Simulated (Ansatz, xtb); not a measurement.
**Isomers of C3H4Cl2F2 in order of energy**

5 gas-phase structures of C3H4Cl2F2, from a drawn sample of its isomers (lower ones may exist). Each was relaxed with GFN2-xTB; where two conformers were screened, the lower at r2SCAN-D4/def2-SVP is listed:

A. `FC(F)(CCl)CCl`, a singlet
B. `FC[C@](F)(Cl)CCl`, a singlet
C. `FC[C@H](F)C(Cl)Cl`, a singlet
D. `F[C@H](CCl)[C@@H](F)Cl`, a singlet
E. `C[C@H](F)C(F)(Cl)Cl`, a singlet

Problem. Make a reasoned guess at their ranking by r2SCAN-D4/def2-SVP single-point energy.

Solution. Calculated order at r2SCAN-D4/def2-SVP: A (0.0), E (7.3), B (8.4), D (10.6), C (16.1) kcal/mol.

Energies above the lowest of each column, in kcal/mol; the last columns are at B3LYP-D3(BJ)/def2-SVP geometries (a dash: not run or not comparable):

| structure | GFN2-xTB | HF/STO-3G | r2SCAN-D4/def2-SVP | B3LYP-D3(BJ)/def2-SVP | CCSD(T)/def2-SVP + ΔMP2/def2-TZVPP |
| --- | --- | --- | --- | --- | --- |
| A | 0.0 | 0.0 | 0.0 | 0.0 | 0.0 |
| E | 1.8 | 6.3 | 7.3 | 8.2 | 9.2 |
| B | 2.7 | 6.1 | 8.4 | 8.3 | 8.2 |
| D | 4.9 | 6.5 | 10.6 | 9.9 | 9.1 |
| C | 5.1 | 13.8 | 16.1 | 14.6 | – |

Every level run on A puts it lowest or level with the lowest. CCSD(T)/def2-SVP + ΔMP2/def2-TZVPP orders those it was run on as A (0.0), B (8.2), D (9.1), E (9.2) kcal/mol. Less than 1 kcal/mol parts B and D; D and E, so the order within those pairs means little. Flexible structures stand in one conformer each, not always the lowest. Frequencies (GFN2-xTB) were run for A, B, D, E alone. ΔMP2 is the change of the MP2 energy from the smaller to the larger basis.

Over these structures GFN2-xTB departs from r2SCAN-D4/def2-SVP by 2.3 kcal/mol on average once a common shift is removed. A GFN2-xTB relaxation took about 0.075 s and the r2SCAN-D4/def2-SVP energy about 3 s on a shared host (Ansatz 0.2.0, xtb 6.7.1).
